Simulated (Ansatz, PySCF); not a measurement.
Complex: C2H2 (SMILES C#C) (first 4 atoms) with H2S (SMILES S); geometry from B3LYP-D3(BJ)/def2-TZVP, rigid monomers moved along the line of their centres of mass till C2···H7 is 3.05 Å.
(charge 0, multiplicity 1):
```xyz
7

C      0.5186     0.2718    -0.1566
C     -0.5924    -0.1486    -0.0071
H      1.5048     0.6461    -0.2886
H     -1.5791    -0.5209     0.1266
S      0.1864     0.9370     4.1511
H      0.6766    -0.2973     4.3479
H      0.0873     0.7503     2.8236
```

Interaction energies are E(AB) − E(A) − E(B) at the monomers' geometry in the complex; basis-set methods are counterpoise corrected.

Correlated levels freeze the cores. CBS: X⁻³ extrapolation of the correlation energy, Hartree–Fock from the larger set.

The values were computed with Ansatz (a first-principles code); PySCF for the dispersion terms. Each number belongs to the level named beside it.

PBE/def2-TZVPPD gives -1.19 kcal/mol for the interaction energy.

### Question
Where do these levels fall relative to PBE: PBE-D3(BJ)/def2-TZVPPD, r2SCAN/def2-TZVPPD, B3LYP/def2-TZVPPD, wB97M-V/def2-TZVPPD, MP2/CBS(aug-cc-pV(D+d)Z, aug-cc-pV(T+d)Z), CCSD(T)/CBS(aug-cc-pV(D+d)Z, aug-cc-pV(T+d)Z).

### Answer
PBE-D3(BJ)/def2-TZVPPD -0.56; r2SCAN/def2-TZVPPD -0.06; B3LYP/def2-TZVPPD 0.51; wB97M-V/def2-TZVPPD -0.19; MP2/CBS(aug-cc-pV(D+d)Z, aug-cc-pV(T+d)Z) -0.39; CCSD(T)/CBS(aug-cc-pV(D+d)Z, aug-cc-pV(T+d)Z) -0.24 kcal/mol. 1 of 6 lie above PBE; the widest gap is to PBE-D3(BJ)/def2-TZVPPD.
